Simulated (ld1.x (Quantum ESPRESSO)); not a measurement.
# Ranking RRKJ potentials for Mo

All share these settings but for the change named:

| Quantity | Value |
| --- | --- |
| Element | molybdenum (Mo) |
| Generator | ld1.x (Quantum ESPRESSO) 7.5 |
| Type | norm-conserving RRKJ (Kleinman–Bylander form) |
| Functional | LDA (PZ) |
| Relativity | fully relativistic |
| Frozen core | [Ar] 3d10 |
| Valence charge | 14 |
| Reference configuration | 4s2 4p6 4d6 5s0 5p0 |
| Partial waves | 4s (bound): rc 1.75 bohr; 4p (bound): rc 1.60 bohr; 4d (bound): rc 2.05 bohr |
| Local potential | the d channel |
| Core correction | none |

Open shells are filled in proportion to 2j + 1 (rel_dist='average').

Cutoff: the first of the cutoffs (Ry, on a coarse ladder) from which the occupation-weighted sum of valence levels, in a spherical-Bessel basis at the reference potential, stays within 10 and 1 mRy of its value at 400 Ry; the density cutoff is not measured.

The base gives 50 Ry.

Of 12 variants that were run, those that failed, showed a ghost or another fault, or gave nearly equal values are left out.

A variant can come out equal or close to the base.

Problem. Rank these variants from softest to hardest (loose cutoff).
A. wave 4p (bound): rc 1.60 bohr becomes 4p (bound): rc 2.14 bohr
B. functional PBEsol
C. wave 4p (bound): rc 1.60 bohr becomes 4p (bound): rc 1.06 bohr

Solution. A (40 Ry), B (50 Ry), C (100 Ry).
